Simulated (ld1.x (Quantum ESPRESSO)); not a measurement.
Varying the RRKJ potential for In

Base potential:

```json
{"Element": "In (Z = 49)", "Generator": "ld1.x (Quantum ESPRESSO) 7.5", "Type": "norm-conserving RRKJ (Kleinman–Bylander form)", "Functional": "PBE", "Relativity": "scalar-relativistic", "Frozen core": "[Kr] 4d10", "Valence charge": "3", "Reference configuration": "5s2 5p0 (charge +1)", "Partial waves": "5p (bound, empty): rc 2.75 bohr; 5s (bound): rc 1.95 bohr", "Local potential": "the s channel", "Core correction": "none"}
```

All-electron outer shells of the reference configuration (PBE, scalar-relativistic, ld1.x):

```
shell  level (eV)  outermost node (bohr)  outermost maximum (bohr)
   5s      -14.92                   1.02                      2.11
   5p       -8.43                   1.14                      2.64
```

Cutoffs, loose and tight: the cutoffs (Ry, on a coarse ladder) from which the occupation-weighted sum of valence levels, in a spherical-Bessel basis at the reference potential, stays within 10 and 1 mRy of its value at 400 Ry. They do not see the model core or the augmentation charge, which bear on the density cutoff. Test errors are all-electron minus pseudo excitation energies from the reference, over the configurations 5s2 5p1; 5s1 5p0; 5s2 5p0.5; 5s0 5p3; 5s1 5p2; 5s1 5p1; 5s2 5p1.3. A dash means not determined; rows that change the core or the reference have their own tests.

A true bound ghost makes a file unfit for plane-wave use even where its test errors are small: the radial tests pick states by their node count and pass the ghost by.

Cutoffs are not given where the Bessel-basis levels miss the radial ones by over 6 mRy, ghosts where they miss by over 20 mRy; a channel whose overlap is not positive is not tested.

| change | outcome | cutoff, loose | cutoff, tight | bound ghosts | largest test error (meV) |
| --- | --- | --- | --- | --- | --- |
| base | generated | 18 Ry | 30 Ry | none | +230 |
| wave 5s (bound): rc 1.95 bohr becomes 5s (bound): rc 1.30 bohr | generated, misses its reference levels by 0.18 eV | – | – | p | +275 |
| wave 5s (bound): rc 1.95 bohr becomes 5s (bound): rc 1.64 bohr | generated | 30 Ry | 90 Ry | none | +239 |
| wave 5s (bound): rc 1.95 bohr becomes 5s (bound): rc 1.80 bohr | generated | 21 Ry | 50 Ry | none | +236 |
| wave 5s (bound): rc 1.95 bohr becomes 5s (bound): rc 1.98 bohr | generated | 18 Ry | 30 Ry | none | +231 |
| wave 5s (bound): rc 1.95 bohr becomes 5s (bound): rc 2.22 bohr | generated | 18 Ry | 30 Ry | none | +231 |
| wave 5s (bound): rc 1.95 bohr becomes 5s (bound): rc 2.78 bohr | generated | 8 Ry | 18 Ry | none | +243 |
| wave 5s (bound): rc 1.95 bohr becomes 5s (bound): rc 2.90 bohr | generated | 8 Ry | 18 Ry | none | +240 |

(1) What comes out with this change to the base: wave 5s (bound): rc 1.95 bohr becomes 5s (bound): rc 2.38 bohr?

(2) What comes out with this change to the base: wave 5s (bound): rc 1.95 bohr becomes 5s (bound): rc 1.42 bohr?

(3) What comes out with this change to the base: wave 5s (bound): rc 1.95 bohr becomes 5s (bound): rc 2.52 bohr?

## Answers

(1) outcome: generated; cutoff, loose: 18 Ry; cutoff, tight: 25 Ry; bound ghosts: none; largest test error (meV): +232.

(2) outcome: generated; cutoff, loose: 100 Ry; cutoff, tight: 180 Ry; bound ghosts: s (extra level of the local part); largest test error (meV): +283.

(3) outcome: generated; cutoff, loose: 12 Ry; cutoff, tight: 21 Ry; bound ghosts: none; largest test error (meV): +240.

Reading the sweep of the s radius (base included, trends over the rows without a ghost): The loose cutoff falls from 30 Ry at 1.64 to 8 Ry at 2.9 bohr. A larger radius leaves more room for a smooth pseudo-wave, so fewer plane waves are needed; a smaller one forces it to follow the all-electron wave where it bends sharply. The median size of the test errors (rows with all tests solved) stays near 59.4 meV. Bound ghosts are found at 1.3, 1.42 bohr.
